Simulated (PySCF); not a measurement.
Compound: C5H5OS (doublet state).
Structure used (GFN2-xTB), in Å, numbered top down from 1:
```
atom  x, y, z in Å
O1     2.8520    0.2191    0.3685
C2     1.8209   -0.5013   -0.1170
C3     0.5061   -0.1355   -0.0767
C4    -0.6126   -0.8398   -0.5636
C5    -1.8106   -0.1712   -0.3535
C6    -1.6690    1.0347    0.2813
S7    -0.0242    1.3929    0.6491
H8     2.5235    1.0429    0.7552
H9     2.1302   -1.4337   -0.5619
H10   -0.5182   -1.7954   -1.0438
H11   -2.7704   -0.5527   -0.6562
H12   -2.4266    1.7395    0.5575
```

The hyperfine couplings belong to this conformer and change with its torsions.

As a line formula: `O[CH]c1cccs1` [radical].

Method: UKS B3LYP, pcH-1 on C H O S, non-relativistic, mean-field spin-orbit, GIAO in PySCF 2.14.0. Geometry: GFN2-xTB, one conformer, isolated molecule. The geometry wasn't refined by DFT: couplings that depend on bond lengths, twists or pyramidal angles can differ widely from those at the functional's own minimum. No stability test was run, so a lower SCF solution isn't excluded. ⟨S²⟩ is 0.778 where a pure state has 0.75.

Principal values of hyperfine tensors in MHz (contact, dipolar and spin–orbit terms together), for some of the nuclei:

| atom | isotope | A1 | A2 | A3 |
| --- | --- | --- | --- | --- |
| C2 | 13C | 0.69 | 1.45 | 136.51 |
| C3 | 13C | -62.93 | -32.24 | -27.48 |
| H9 | 1H | -56.64 | -38.69 | -15.50 |
| C6 | 13C | 3.88 | 5.16 | 95.18 |
| C5 | 13C | -47.75 | -20.39 | -18.32 |
| H12 | 1H | -40.04 | -25.58 | -9.81 |
| H10 | 1H | -37.29 | -25.79 | -10.62 |
| O1 | 17O | -55.03 | 7.24 | 9.25 |

Task: Give the isotropic coupling of each nucleus in MHz and in mT (g = 2.0037), and the anisotropic part.

Result: a_iso is a third of the trace, T = A − a_iso, and a(mT) = a(MHz)/(g × 13.996). The tensors hold a spin–orbit part: the run splits a_iso into a_FC + a_SO, and T includes its anisotropic share.

```tsv
atom	a_iso (MHz)	a_FC	a_SO	a_iso (mT)	T1	T2	T3
C2	46.22	46.25	-0.04	1.648	-45.53	-44.77	90.30
C3	-40.89	-40.89	0.01	-1.458	-22.05	8.65	13.40
H9	-36.94	-36.95	0.01	-1.317	-19.69	-1.75	21.44
C6	34.74	34.59	0.15	1.239	-30.86	-29.58	60.44
C5	-28.82	-28.84	0.02	-1.028	-18.93	8.43	10.50
H12	-25.14	-25.19	0.05	-0.897	-14.90	-0.44	15.33
H10	-24.57	-24.57	0.00	-0.876	-12.72	-1.23	13.95
O1	-12.85	-12.91	0.06	-0.458	-42.18	20.09	22.10
```

Task: What spin density at the nucleus of O1 lies behind its contact coupling (g_N = -0.75752)?

Result: a_FC = (2μ0/3) gₑ μB g_N μN ρ(0)/(2S·h) = 800.24 MHz × g_N × ρ(0)/(2S), with ρ in bohr⁻³. With a_FC = -12.91 MHz and 2S = 1, ρ(0) = 0.0213 bohr⁻³. The nuclear moment is negative, so coupling and spin density have opposite signs.

Task: C4 (13C, g_N = 1.40482) isn't in the table. Its spin density at the nucleus is 0.03064 bohr⁻³. What is its contact coupling?

Result: By the same relation, a_FC = 34.4 MHz. The spin–orbit term adds -0.05 MHz. Its full tensor has the principal values 4.33, 4.71, 94.13 MHz.

Task: Name the largest traceless tensor T of the table and describe it.

Result: C2: -45.5, -44.8, 90.3 MHz, axial, in the ratio −1:−1:+2, the form that spin in one p orbital centred on that nucleus gives.

Task: What first-order splitting does H9 cause when the field lies along A1, A2 or A3 of its tensor (g taken as isotropic, no quadrupole term)?

Result: 2 lines (I = 1/2), spaced by |A_i|/(g × 13.996): 2.02, 1.38, 0.55 mT along the axes of A1, A2 and A3.
